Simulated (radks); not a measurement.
Values are calculated unless marked as measured or tabulated.
Problem. Coherent X-ray form factor from a spherical all-electron density. Level of theory: Dirac Kohn-Sham, relativistic LDA (MacDonald-Vosko exchange, VWN5 correlation), spin-unpolarised, spherical densities, finite nucleus; Fermi nuclear charge, rms radius of each element as measured or else 0.836 A^(1/3) + 0.57 fm (a radial shooting solver on a logarithmic mesh with Libxc functionals).

sin(theta)/lambda (1/angstrom),f0 (electrons)
0.05,55.897
0.1,55.589
0.15,55.081
0.2,54.383
0.25,53.505
0.3,52.461
0.4,49.944
0.5,46.980
0.6,43.732
0.8,37.002
1,30.784
1.25,24.580
1.5,20.276
2,15.579

The species is in the configuration that NIST lists as its ground one. Which atom or ion scatters so?

Solution. The bismuth ion Bi27+, [Kr] 4d10 4f10. Extrapolating in s^2 from the first two rows gives f0(0) = 56.0, near the electron count 56; among species with that count, the fall with angle is slower the higher Z, and the table is that of Z = 83; from so few rows the species is fixed only to a neighbour or two.
